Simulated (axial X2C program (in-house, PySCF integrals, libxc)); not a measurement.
Nuclear properties of SInS⁺

Computed with an axial X2C code built on PySCF integrals: two-component X2C with atomic mean-field Coulomb and Gaunt terms, Gaussian nuclei, basis S dyall-av3z, In dyall-v3z with contracted cores.

S–In–S held linear, with bonds 2.325 and 2.325 Å (near the PBE0 minimum at charge 1 of the determinant lowest at the starting distance; the state shown can have its own minimum elsewhere, held linear; other orders of the atoms were not compared).

Determinant lowest in the PBE0 search, Ω = 3 (⟨Sz⟩ = 1.00, ⟨Lz⟩ = 2.00 at PBE0), spin on the atoms S 0.50, In 0.00, S 0.50:

```json
{"level": "PBE0", "A∥/gI S (MHz)": "116", "qzz S (a.u.)": "0.82", "A∥/gI In (MHz)": "-32.9", "qzz In (a.u.)": "-5.87"}
{"level": "HF", "A∥/gI S (MHz)": "122", "qzz S (a.u.)": "0.72", "A∥/gI In (MHz)": "-71", "qzz In (a.u.)": "-7.65"}
{"level": "TPSSh", "A∥/gI S (MHz)": "120", "qzz S (a.u.)": "0.78", "A∥/gI In (MHz)": "-15", "qzz In (a.u.)": "-5.52"}
```

A∥ (defined per Ω) follows by multiplying with gI = μI/(I μN); qzz is the electric field gradient, eQq0 = 234.96 MHz × Q/barn × qzz. The operators were transformed with the bare-nucleus X2C matrices; with these basis sets, hyperfine constants and field gradients can be off by tens of per cent, and where levels differ in sign neither size nor sign is settled.

Task: With gI(33S) = 0.4292, Q(33S) = -0.0694 barn, Q(115In) = 0.772 barn (g factors from the IAEA table of nuclear moments by Stone; Q from Pyykkö, Mol. Phys. 2018), turn the PBE0 values of the first state into constants in MHz.

Result: A∥(33S) = 116 × 0.4292 = 49.8 MHz; eQq0(33S) = 234.96 × (-0.0694) × (0.82) = -13.4 MHz; eQq0(115In) = 234.96 × (0.772) × (-5.87) = -1060 MHz.

The molecule was held linear; bending was not examined, so a bent shape may lie lower.

Each state is one determinant with collinear spin, which with several unpaired electrons need not be a pure state. Unrestricted Hartree–Fock can overshoot spin polarisation at the nuclei. With several open shells hyperfine constants can be off by a factor of several. Open-shell Ω = 0 determinants with evenly filled partner blocks cannot be reached by this program, so the Ω shown need not be the lowest component. The search compared states at one distance, so a state with another bond length can lie lower. Further determinants of the search, some of them spin-mixed, are not shown. Where a field gradient or hyperfine factor spreads by more than a factor of two over the levels, a constant derived from it is not to be relied on.
